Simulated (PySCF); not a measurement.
**Multinuclear NMR of C₅H₁₁FSi**

Molfile (atoms numbered from 1):
```
C5H11FSi
     RDKit          3D

 18 17  0  0  0  0  0  0  0  0999 V2000
   -2.4094   -0.4321    0.2706 C   0  0  0  0  0  0  0  0  0  0  0  0
   -1.2307   -0.9083   -0.5812 C   0  0  0  0  0  0  0  0  0  0  0  0
    0.0314   -0.1340   -0.2946 C   0  0  0  0  0  0  0  0  0  0  0  0
    1.0490   -0.6445    0.3891 C   0  0  0  0  0  0  0  0  0  0  0  0
    2.6825    0.1788    0.8486 Si  0  0  0  0  0  4  0  0  0  0  0  0
    0.0097    1.2653   -0.8396 C   0  0  0  0  0  0  0  0  0  0  0  0
    1.2296    1.8898   -0.7690 F   0  0  0  0  0  0  0  0  0  0  0  0
   -2.1473   -0.4616    1.3258 H   0  0  0  0  0  0  0  0  0  0  0  0
   -2.6960    0.5842    0.0120 H   0  0  0  0  0  0  0  0  0  0  0  0
   -3.2689   -1.0786    0.1100 H   0  0  0  0  0  0  0  0  0  0  0  0
   -1.4913   -0.8122   -1.6388 H   0  0  0  0  0  0  0  0  0  0  0  0
   -1.0514   -1.9647   -0.3743 H   0  0  0  0  0  0  0  0  0  0  0  0
    0.9313   -1.6684    0.7244 H   0  0  0  0  0  0  0  0  0  0  0  0
    2.4574    1.4101    1.6042 H   0  0  0  0  0  0  0  0  0  0  0  0
    3.3721   -0.7847    1.7196 H   0  0  0  0  0  0  0  0  0  0  0  0
    3.4957    0.4086   -0.3436 H   0  0  0  0  0  0  0  0  0  0  0  0
   -0.2801    1.2648   -1.8977 H   0  0  0  0  0  0  0  0  0  0  0  0
   -0.6921    1.8940   -0.2770 H   0  0  0  0  0  0  0  0  0  0  0  0
  1  2  1  0
  2  3  1  0
  3  4  2  0
  4  5  1  0
  3  6  1  0
  6  7  1  0
  1  8  1  0
  1  9  1  0
  1 10  1  0
  2 11  1  0
  2 12  1  0
  4 13  1  0
  5 14  1  0
  5 15  1  0
  5 16  1  0
  6 17  1  0
  6 18  1  0
M  END
```

- GFN2-xTB structure
- PBE0/pcSseg-1 with gauge-including orbitals
- program: PySCF 2.14.0 with density-fitted response routines
- no solvent, no relativistic terms, a single conformation, fast rotation and ring inversion assumed for equivalent nuclei

Question: Where does ¹⁹F resonate?

Answer: 
```json
{"atoms": "F7", "environment": "fluorine on an sp3 carbon", "σ (ppm)": "430.6", "δ (ppm)": "-228.0"}
```

Shieldings were converted by a linear fit to measured shifts: ¹⁹F (scatter 6.0 ppm rms, 7.0 ppm with the 5 outliers that the fit left out vs CFCl3, solution or neat liquid, with a term for F on sp3 carbon). Occasional misses reach two or three times the rms, and more in compound classes unlike the fitted ones.

On a 300 MHz spectrometer ¹⁹F resonates near 282.3 MHz, so 1 ppm is 282.3 Hz.

Question: What are the ²⁹Si shifts?

Answer: 
| atoms | environment | σ (ppm) | δ (ppm) |
| --- | --- | --- | --- |
| Si5 | silicon bonded to C, 3 H | 432.9 | -75.9 |

Shieldings were converted by a linear fit to measured shifts: ²⁹Si (scatter 8.9 ppm rms, 25.8 ppm with the 6 outliers that the fit left out vs TMS, solution or neat liquid). A few per cent of atoms miss by over 2 rms, more outside the fitted compound classes.

On a 500 MHz spectrometer ²⁹Si resonates near 99.3 MHz, so 1 ppm is 99.3 Hz.
